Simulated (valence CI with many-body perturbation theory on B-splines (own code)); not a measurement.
## Ta²⁴⁺: electric-dipole lines

Level of theory: configuration interaction combined with many-body perturbation theory (CI+MBPT): three valence electrons over a frozen Dirac-Fock core [Kr] 4d10, a basis of 7 s, 7 p, 7 d, 7 f, 4 g, 2 h functions for each j, with the one-electron correlation potential Σ1 (screened to all orders), the two-electron term Σ2, the three-electron term Σ3, Breit, model QED; selected single and double excitations, second order for the rest, scaled by the run's own slope (own B-spline code, finite nucleus).

No measured levels were compared; by estimate terms of the open shell hold to a few per cent of their energy, and close levels can change places. Excitations out of the core, of the other parity, are not computed and may begin above about 157 eV (a cautious bound); beyond it only levels of the ground parity were kept, without lifetimes.

Lines 101 to 150 of 554 in falling wavelength, among levels below 156.98 eV, chosen from the strongest by gf and those to the six lowest levels. Wavelengths and rates use the calculated energies, so an error of 2000 cm⁻¹ moves a line at 295.1 Å by 0.59 % and its rate by three times that or more. Electric multipoles are in the length gauge, E1 and E2 with the static RPA response of the core. Weak lines are less certain than strong ones. Lines between different terms over intervals too small for the method are left out, as are lines whose strength nearly cancels.

Levels are named by their leading jj configuration (3d3/2^4 stands for four electrons in 3d with j = 3/2), which in mixed levels can hold well under half, so a name can repeat and another be missing. Letters in brackets count levels of one name in rising energy.

```csv
λ vac (Å),Upper,Lower,A (s⁻¹),S (a.u.)
295.1,(4f5/2^2 5p1/2) J=7/2,(4f5/2^2 5s) J=7/2,4.50e+09,4.57e-01
294.7,(4f5/2 4f7/2 5p1/2) J=1/2,(4f5/2 4f7/2 5s) J=3/2 [a],2.27e+08,5.73e-03
294.5,(4f5/2 4f7/2 5p1/2) J=7/2 [b],(4f5/2 4f7/2 5s) J=7/2 [a],5.14e+08,5.18e-02
290.0,(4f5/2 4f7/2 5p1/2) J=7/2 [a],(4f5/2^2 5s) J=5/2,5.83e+08,5.62e-02
289.6,(4f5/2 4f7/2 5p1/2) J=3/2 [b],(4f5/2^2 5s) J=1/2,7.07e+08,3.39e-02
289.2,(4f5/2 4f7/2 5p1/2) J=3/2 [b],(4f5/2 4f7/2 5s) J=3/2 [a],2.61e+08,1.25e-02
289.0,(4f5/2 4f7/2 5p1/2) J=9/2 [b],(4f5/2 4f7/2 5s) J=11/2 [a],8.59e+08,1.02e-01
289.0,(4f5/2 4f7/2 5p1/2) J=7/2 [b],(4f5/2 4f7/2 5s) J=9/2 [a],6.42e+08,6.12e-02
287.7,(4f5/2 4f7/2 5p1/2) J=3/2 [b],(4f5/2 4f7/2 5s) J=5/2 [b],6.84e+08,3.22e-02
287.6,(4f5/2 4f7/2 5p1/2) J=5/2 [a],(4f5/2^2 5s) J=5/2,1.79e+08,1.26e-02
287.3,(4f7/2^2 5p1/2) J=9/2,(4f7/2^2 5s) J=11/2,3.76e+07,4.40e-03
286.5,(4f7/2^2 5p1/2) J=11/2,(4f5/2 4f7/2 5s) J=9/2 [a],8.34e+07,1.16e-02
286.1,(4f5/2^2 5p1/2) J=5/2,(4f5/2^2 5s) J=7/2,9.04e+07,6.27e-03
284.4,(4f7/2^2 5p1/2) J=5/2,(4f5/2 4f7/2 5s) J=3/2 [b],4.87e+08,3.32e-02
284.1,(4f5/2 4f7/2 5p1/2) J=11/2 [a],(4f5/2^2 5s) J=9/2,7.84e+08,1.07e-01
284.1,(4f5/2 4f7/2 5p1/2) J=5/2 [a],(4f5/2^2 5s) J=3/2,2.00e+07,1.36e-03
283.4,(4f5/2 4f7/2 5p1/2) J=9/2 [a],(4f5/2^2 5s) J=9/2,3.85e+08,4.32e-02
283.4,(4f5/2 4f7/2 5p1/2) J=7/2 [b],(4f5/2^2 5s) J=5/2,5.46e+08,4.90e-02
283.4,(4f5/2 4f7/2 5p1/2) J=11/2 [b],(4f7/2^2 5s) J=9/2,3.20e+07,4.31e-03
283.3,(4f7/2^2 5p1/2) J=11/2,(4f5/2 4f7/2 5s) J=11/2 [a],1.45e+08,1.96e-02
282.5,(4f7/2^2 5p1/2) J=7/2,(4f5/2 4f7/2 5s) J=7/2 [b],2.06e+08,1.83e-02
282.0,(4f7/2^2 5p1/2) J=13/2,(4f5/2 4f7/2 5s) J=11/2 [a],5.12e+08,7.94e-02
279.5,(4f7/2^2 5p1/2) J=9/2,(4f5/2 4f7/2 5s) J=7/2 [b],4.47e+08,4.82e-02
278.9,(4f5/2 4f7/2 5p1/2) J=5/2 [b],(4f5/2 4f7/2 5s) J=5/2 [a],3.34e+07,2.15e-03
278.5,(4f7/2^2 5p1/2) J=7/2,(4f5/2 4f7/2 5s) J=9/2 [b],1.65e+08,1.40e-02
276.9,(4f7/2^2 5p1/2) J=3/2,(4f5/2 4f7/2 5s) J=3/2 [a],5.34e+07,2.24e-03
276.7,(4f5/2 4f7/2 5p1/2) J=7/2 [a],(4f5/2^2 5s) J=9/2,5.70e+07,4.77e-03
276.6,(4f7/2^2 5p1/2) J=7/2,(4f5/2 4f7/2 5s) J=7/2 [a],1.68e+07,1.40e-03
275.9,(4f7/2^2 5p1/2) J=5/2,(4f5/2 4f7/2 5s) J=3/2 [a],1.14e+08,7.12e-03
275.6,(4f7/2^2 5p1/2) J=9/2,(4f5/2 4f7/2 5s) J=9/2 [b],6.84e+07,7.07e-03
275.5,(4f7/2^2 5p1/2) J=5/2,(4f7/2^2 5s) J=7/2,3.28e+08,2.03e-02
275.5,(4f7/2^2 5p1/2) J=3/2,(4f5/2 4f7/2 5s) J=5/2 [b],6.53e+07,2.69e-03
274.5,(4f5/2 4f7/2 5p1/2) J=11/2 [b],(4f7/2^2 5s) J=11/2,6.62e+07,8.11e-03
274.5,(4f7/2^2 5p1/2) J=5/2,(4f5/2 4f7/2 5s) J=5/2 [b],4.42e+07,2.71e-03
273.8,(4f7/2^2 5p1/2) J=9/2,(4f5/2 4f7/2 5s) J=7/2 [a],6.65e+07,6.74e-03
273.6,(4f5/2 4f7/2 5p1/2) J=5/2 [b],(4f5/2 4f7/2 5s) J=7/2 [a],5.31e+08,3.22e-02
273.6,(4f5/2 4f7/2 5p1/2) J=9/2 [b],(4f5/2^2 5s) J=9/2,4.41e+07,4.46e-03
270.1,(4f5/2^2 5p3/2) J=1/2,(4f7/2^2 5s) J=1/2,1.13e+08,2.20e-03
269.7,(4f5/2 4f7/2 5p1/2) J=9/2 [b],(4f5/2^2 5s) J=7/2,7.28e+07,7.05e-03
267.6,(4f5/2 4f7/2 5p1/2) J=3/2 [b],(4f5/2 4f7/2 5s) J=5/2 [a],2.93e+08,1.11e-02
266.6,(4f5/2 4f7/2 5p1/2) J=13/2,(4f7/2^2 5s) J=13/2,8.10e+07,1.06e-02
265.5,(4f5/2 4f7/2 5p1/2) J=3/2 [a],(4f5/2^2 5s) J=5/2,8.50e+07,3.14e-03
263.9,(4f5/2 4f7/2 5p1/2) J=11/2 [b],(4f5/2 4f7/2 5s) J=9/2 [b],1.14e+07,1.24e-03
261.1,(4f5/2 4f7/2 5p1/2) J=5/2 [b],(4f5/2^2 5s) J=3/2,7.39e+07,3.90e-03
260.5,(4f5/2^2 5p1/2) J=1/2,(4f5/2^2 5s) J=3/2,3.42e+08,5.96e-03
257.9,(4f5/2 4f7/2 5p1/2) J=11/2 [b],(4f5/2 4f7/2 5s) J=9/2 [a],1.54e+07,1.56e-03
257.0,(4f7/2^2 5p1/2) J=3/2,(4f5/2 4f7/2 5s) J=5/2 [a],4.14e+07,1.39e-03
255.3,(4f5/2 4f7/2 5p1/2) J=1/2,(4f5/2^2 5s) J=3/2,1.29e+08,2.11e-03
255.3,(4f5/2 4f7/2 5p1/2) J=11/2 [b],(4f5/2 4f7/2 5s) J=11/2 [a],3.50e+07,3.45e-03
254.8,(4f5/2 4f7/2 5p1/2) J=13/2,(4f5/2 4f7/2 5s) J=11/2 [a],4.48e+07,5.12e-03
```
